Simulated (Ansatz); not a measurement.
Consider the ligand exchange at a V–Cl bond: `[NH]=[V]([NH2])([OH])[Cl]` + NH₃ → `[NH]=[V]([NH2])([NH2])[OH]` + HCl.

Calculated with Ansatz (gas phase, PBE0-D4/def2-TZVP geometries, no zero-point term in ΔE). CBS: MP2 limit from def2 TZ/QZ plus the TZ coupled-cluster correction, frozen cores. This one scheme is used for every species. DFT in def2-TZVPP. For V outer-core shells are correlated without core-valence functions, which leaves a few kJ/mol of doubt a bond. Scalar relativity is left out up to krypton. Each species was taken in one conformer, which may not be the lowest.

```
       level  ΔE (kJ/mol)
 LDA (SPW92)         86.1
   revPBE-D4         91.6
   r2SCAN-D4         96.4
  r2SCANh-D4         96.2
    BHLYP-D4         93.9
CAM-B3LYP-D4         88.4
        PBE0         94.0
       BHLYP         93.2
```

Problem. What does CCSD(T)/CBS give? (An estimate is asked.)

Solution. Ansatz gave: +89.6 kJ/mol. The listed levels differ from it by -3.5, 2.0, 6.8, 6.6, 4.3, -1.2, 4.4, 3.6 kJ/mol.

Largest T1 diagnostic among the species: 0.030, so the coupled-cluster value is less sure than usual.

Leaving LDA and LC-ωPBE aside and taking each functional with its dispersion term where it has one, the values, not all of them listed here, spread over 14.3 kJ/mol, from CAM-B3LYP-D4 to PBE-QIDH. LDA lies −6.8 kJ/mol from PBE without D4. At CCSD(T), def2-SVP lies +5.1 kJ/mol from the extrapolated value and def2-TZVPP +1.2 kJ/mol.
